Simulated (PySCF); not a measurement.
**MSb for M along the halogens**

PBE with triple-zeta basis sets in PySCF, for the lowest determinant that a PBE0 search found; no spin–orbit coupling. De refers to high-spin ground-configuration atoms. A positive dipole means M(−)Sb(+).

```csv
M,basis,state (unpaired electrons),Re (Å),ωe (cm⁻¹),De (eV),μ (D)
F,def2-TZVPP,triplet (π ↑↑),1.948,579,4.51,2.33
Cl,def2-TZVPP,triplet (π ↑↑),2.361,359,3.41,1.98
Br,x2c-TZVPPall,triplet (π ↑↑),2.509,251,3.04,1.71
I,def2-TZVPP,triplet (π ↑↑),2.705,202,2.60,1.24
```

The shortest bond is that of SbF (1.948 Å), the longest that of SbI (2.705 Å). SbF is bound most strongly (4.51 eV) and SbI least (2.60 eV).

The rows differ in basis set, which adds steps of its own.

Relativity is treated differently too: F scalar-relativistic core potentials; Cl scalar-relativistic core potentials; Br spin-free X2C; I scalar-relativistic core potentials.

Down a group bonds as a rule get longer and wavenumbers fall, partly through the reduced mass; this series shows no clear exception.

These are scalar-relativistic numbers at best; spin–orbit coupling would shift them, the dissociation energy most. States were picked by a PBE0 search and need not be the measured ground states.
